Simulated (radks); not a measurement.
Problem. The bromine ion Br2+, [Ar] 3d10 4s2 4p3. Method: non-relativistic Kohn-Sham, r2SCAN, spin-polarised, spherical densities, point nucleus; meta-GGA in the generalised Kohn-Sham scheme; computed with a radial shooting solver on a logarithmic mesh with Libxc functionals. Every spin shell is full or empty, so the densities are truly spherical. Functionals are evaluated on that one density, not self-consistently. Rank these orbital-free kinetic functionals by their error against the exact value of the orbitals, and give that value: Thomas-Fermi, von Weizsacker, TF + vW, TF + vW/9, TF + vW/5, revAPBEK, Perdew 92, Thakkar, Pearson, LKT, PG1, DePristo-Kress, Ernzerhof.

Solution. Exact: 2571.49 hartree. From best to worst, with 100 (|E| - |E exact|)/|E exact| (equal figures are ties): DePristo-Kress -0.07, revAPBEK +0.33, Ernzerhof -0.37, Thakkar -0.47, Perdew 92 -0.71, TF + vW/9 -0.72, Pearson -1.08, TF + vW/5 +3.44, Thomas-Fermi -5.93, PG1 +17.47, LKT +22.09, TF + vW +40.94, von Weizsacker -53.13.
